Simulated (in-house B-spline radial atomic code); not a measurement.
Zn. Computed with a B-spline radial atomic code. Model: non-relativistic spherical atom: semilocal Troullier-Martins pseudo-atom, one channel per l, against all electrons, high spin, G0W0 and RPA with empty states to l = 8, local potential for every l without a channel, a model core (radius 0 = none) keeps its share of the functional.

What the tables leave out is listed at the end.

The pseudopotential gives back the lowest level of each angular momentum of its own functional in the configuration it was made in; a second state of the same l is only approximately right. Exact exchange, RPA and GW see the smooth pseudo-orbitals and miss the exchange with the core, for which the functional's share stands in. The column with an uncorrelated core keeps all orbitals and exact exchange, and so separates missing core correlation from pseudisation. Only the three outermost levels and the lowest empty one were computed. RPA here is direct RPA, with no exchange kernel, and its energies carry an (l + 1/2)⁻⁴ tail. A hybrid on a potential with a model core restores only its own semilocal share of the core's exchange.

Command:
```bash
python run_psgw.py task.json out
```
Settings (lengths in bohr, energies in hartree):
```
Z                      30
electrons              30
configuration          [Ar] 3d10 4s2
generated_in           [Ar] 3d10 4s2
functional             pbe,pbe
core_shells            5
radius_factor          1.3
core_correction        True
ion_configuration      [Ar] 3d10 4s1
```

Cost of the run: 60 s on 1 thread of Arm Neoverse N1 (shared host).

Given: made with PBE; model core radius 0.36 bohr; local radius 2.373 bohr; mean-field start PBE.

Valence shells of the generating configuration: 3d, 4s.

Channel: s 2.786, p 3.4, d 2.192 (radii in bohr).

Computed: largest level miss in the spin-unpolarised generating configuration 0 eV; valence RPA correlation energy all-electron orbitals -0.79779 hartree; valence RPA correlation energy pseudo -0.9805 hartree; all-electron RPA polarisability, core included 32.071 bohr³; ionisation by mean-field all-electron 9.377 eV; ionisation by mean-field pseudo minus all 0.041 eV; ionisation by RPA pseudo minus all 0.829 eV.

```tsv
level	occupied	mean-field all-electron (eV)	mean-field pseudo minus all (eV)	G0W0 all-electron (eV)	G0W0 uncorrelated core minus all (eV)	G0W0 pseudo minus all (eV)	exchange self-energy all-electron (eV)	exchange self-energy pseudo (eV)
4s	1	-5.8255	0	-9.2023	-0.028	-0.371	-11.76	-11.44
```

What is the ionisation by RPA all-electron?

9.5492 eV.

What is the pseudo-atom RPA polarisability?

32.043 bohr³.

Given: mean-field start PBE0.

Computed: all-electron RPA polarisability, core included 28.852 bohr³; pseudo-atom RPA polarisability 27.43 bohr³; ionisation by mean-field all-electron 9.0695 eV; ionisation by mean-field pseudo minus all 0.273 eV; ionisation by RPA all-electron 9.3734 eV; ionisation by RPA pseudo minus all 0.89 eV.

```csv
level,occupied,mean-field all-electron (eV),mean-field pseudo minus all (eV),G0W0 all-electron (eV),G0W0 uncorrelated core minus all (eV),G0W0 pseudo minus all (eV),exchange self-energy all-electron (eV),exchange self-energy pseudo (eV)
4s,1,-6.5448,-0.212,-9.2353,-0.027,-0.635,-11.482,-11.488
```

What is the valence RPA correlation energy pseudo?

-0.94696 hartree.

What is the valence RPA correlation energy all-electron orbitals?

-0.74647 hartree.

Among the listed levels the largest G0W0 shift of the pseudo-atom is -0.64 eV, for 4s on the PBE0 start, while leaving the core uncorrelated moves that level by -0.03 eV. So pseudisation and the lost core exchange, not the missing core correlation, make the error. Not in the tables (levels of low weight, unsolved or above zero; the highest and the empty levels are kept at any weight): on PBE the G0W0 levels 3d (pseudo minus all +3.96 eV, weights 0.73 and 0.00), 4p (pseudo minus all -0.05 eV, weights 0.91 and 0.91); on PBE0 the G0W0 levels 3d (pseudo minus all +4.09 eV, weights 0.81 and 0.65), 4p (pseudo minus all +0.00 eV, weights 0.94 and 0.94); no Hartree-Fock pseudo-atom is run with a model core.
